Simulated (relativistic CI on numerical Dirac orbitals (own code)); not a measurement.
**Mn⁺ in a cubic cluster: L2,3 absorption with charge transfer**

Computed with a charge-transfer multiplet model of a cubic metal-ligand cluster with up to 2 ligand holes, Slater and spin-orbit integrals from Dirac-Coulomb-Breit ions, Slater integrals scaled by 0.8. The ground state mixes d6 with configurations of k ligand holes L, whose averages lie at kΔ + k(k − 1)U_dd/2; a core hole lowers each added d electron by U_cd. 20 K, Lorentzian 0.4 eV and Gaussian 0.3 eV FWHM.

Atomic integrals in eV (Slater integrals scaled, ζ unscaled), ground: F2dd 7.203, F4dd 4.433, zeta_d 0.031; with the core hole: F2dd 7.920, F4dd 4.884, zeta_d 0.046, zeta_core 6.798, F2cd 4.549, G1cd 3.306, G3cd 1.876.

Cluster parameters (eV): Δ = 6.7, U_dd = 6.8, U_cd = 7.7, 10Dq = 0.35, 10Dq(ligand) = 1.2, final-state hopping factor = 1.

```csv
Case,n_d,d6,d7L,d8L2,S
"V(eg) = 1.5 eV, V(t2g) = -0.83 eV",6.08,0.92,0.08,0.00,2.00
"V(eg) = 1.8 eV, V(t2g) = -0.99 eV",6.11,0.89,0.11,0.00,2.00
"V(eg) = 2.4 eV, V(t2g) = -1.32 eV",6.18,0.83,0.17,0.01,2.00
"V(eg) = 3 eV, V(t2g) = -1.65 eV",6.24,0.77,0.22,0.01,2.00
"V(eg) = 3.3 eV, V(t2g) = -1.81 eV",6.27,0.74,0.24,0.01,2.00
```

Weights, n_d and S are thermal averages at 20 K. Photon energies count from the first peak over 30 % of the highest in each spectrum, which can be another peak from case to case. The parameters are a model scan and need not match a compound or its usual spin state. Peaks in eV (height, largest 100):
- V(eg) = 1.5 eV, V(t2g) = -0.83 eV: 0.0 (100), 0.8 (63), 2.1 (21), 10.6 (39), 12.9 (6)
- V(eg) = 1.8 eV, V(t2g) = -0.99 eV: 0.0 (100), 0.7 (63), 2.1 (20), 10.7 (40), 12.9 (6)
- V(eg) = 2.4 eV, V(t2g) = -1.32 eV: 0.0 (100), 2.1 (18), 10.6 (35), 12.8 (6)
- V(eg) = 3 eV, V(t2g) = -1.65 eV: -1.6 (26), -1.0 (25), 0.0 (100), 2.1 (15), 10.6 (31), 12.9 (6)
- V(eg) = 3.3 eV, V(t2g) = -1.81 eV: -1.6 (29), 0.0 (100), 10.7 (29)

For the case V(eg) = 2.4 eV, V(t2g) = -1.32 eV, Δ = 6.7 eV is smaller than U_dd = 6.8 eV, the charge-transfer side of the Zaanen-Sawatzky-Allen scheme. With the core hole the configuration with one ligand hole lies at Δ + U_dd − U_cd = 5.8 eV above the one without, against Δ in the ground state. The added d electron screens the hole, so the order of the configurations is kept and charge-transfer satellites are weaker than in photoemission.
